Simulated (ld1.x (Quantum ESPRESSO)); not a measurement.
## bismuth (Bi): one change to an RRKJ potential, before and after

```
Element                 : Bi (Z = 83)
Generator               : ld1.x (Quantum ESPRESSO) 7.5
Type                    : norm-conserving RRKJ (Kleinman–Bylander form)
Functional              : PBE
Relativity              : scalar-relativistic
Frozen core             : [Xe] 4f14
Valence charge          : 15
Reference configuration : 5d10 6s2 6p3
Partial waves           : 6s (bound): rc 1.75 bohr; 6p (bound): rc 2.10 bohr; 5d (bound): rc 1.10 bohr
Local potential         : all-electron potential smoothed inside 1.15 bohr (lloc = -1)
Core correction         : none
rho0                    : 0.02
```

Change: core correction a·sin(br)/r model core inside 1.04 bohr.

Cutoffs: the cutoffs (Ry, on a coarse ladder) from which the occupation-weighted sum of valence levels, in a spherical-Bessel basis at the reference potential, stays within 10 and 1 mRy of its value at 400 Ry; they do not see the model core or the augmentation charge, which bear on the density cutoff. Errors are all-electron minus pseudo energies relative to the spin-unpolarised reference configuration.

Q: What does the change do?

A: The potential gets neither clearly harder nor softer (140 Ry and 230 Ry → 140 Ry and 230 Ry); both files keep a bound ghost (p, s); of the 6 tests that both files solve, the error grows in 2 and shrinks in 1 by more than 15 % and 0.3 meV (median size 2.6 → 1.8 meV). A model core, the more so a compact one, raises the density cutoff, which this test does not measure.

| quantity | base | changed |
| --- | --- | --- |
| cutoff, loose | 140 Ry | 140 Ry |
| cutoff, tight | 230 Ry | 230 Ry |
| bound ghosts | s, p | s, p |
| tests counted (converged, no solver errors) | 6 of 7 | 6 of 7 |
| error for 5d10 6s2 6p2, meV [ΔE 7.91 eV] | -1.8 | -2.4 |
| error for 5d10 6s2 6p0, meV [ΔE 46.50 eV] | -4.5 | -30 |
| error for 5d10 6s1 6p3, meV [ΔE 18.73 eV] | +3.5 | -0.4 |
| error for 5d10 6s2 6p3.3, meV [ΔE -1.09 eV] | +0.6 | +0.6 |
| error for 5d10 6s2 6p2.5, meV [ΔE 3.10 eV] | -1.1 | -1.2 |
| error for 5d10 6s1 6p0, meV [ΔE 91.91 eV] | +43 | -48 |
| s: phases at 2.31 bohr within 0.05 rad from the reference energy up to (Ry; the scan ends near 5) | 0.9 | 0.9 |
| p: phases at 2.31 bohr within 0.05 rad from the reference energy up to (Ry; the scan ends near 5) | 2.5 | 2.5 |
| d: phases at 2.31 bohr within 0.05 rad from the reference energy up to (Ry; the scan ends near 5) | to the end of the scan | to the end of the scan |

Base: Tests not counted: 5d10 6s2 6p1 (solver errors, printed error -4.2 eV). Changed file: Tests not counted: 5d10 6s2 6p1 (solver errors, printed error -3.6 eV). These tests converged, but a pseudo level misses the all-electron one widely, so the file describes the atom poorly there or has found another state: 5d10 6s1 6p0: empty 6p by 5.4 eV. A true bound ghost makes a file unfit for plane-wave use even where its test errors are small: the radial tests pick states by their node count and pass the ghost by. Where a test does run into it, the solver fails or the error is huge.
